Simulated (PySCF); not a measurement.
HgI₂, charge -1, multiplicity 2. Atoms are numbered in the order given.

```xyz
3

Hg     0.0000     0.0000     0.0000
I      0.0000     0.0000     3.0625
I      0.0000     0.0000    -3.0625
```
Charge -1, spin multiplicity 2.

The structure is a stationary point at B3LYP-D3(BJ)/def2-SVPD. The spin state was assumed, not searched. The isomer is the one that the SMILES or the coordinates give; other isomers of the formula were not compared. The def2 effective core potentials stand for the cores of Hg, I; spin–orbit coupling is left out.

These are r2SCAN/def2-TZVPD in PySCF values and carry that method's errors.

Mulliken values depend strongly on the basis, most of all with diffuse functions as here. ESP charges are fitted to the potential on shells at 1.4 to 2.0 van der Waals radii. Atomic charges (e):

```tsv
atom	Mulliken	ESP fit	Mulliken spin
Hg1	0.19	___	0.39
I2	-0.59	___	0.30
I3	-0.59	___	0.30
```

Question: What belongs in the gaps? (The exact figures need the calculation; the answer reports its results.)

Answer: 
- Hg1, ESP fit: 0.24
- I2, ESP fit: -0.62
- I3, ESP fit: -0.62
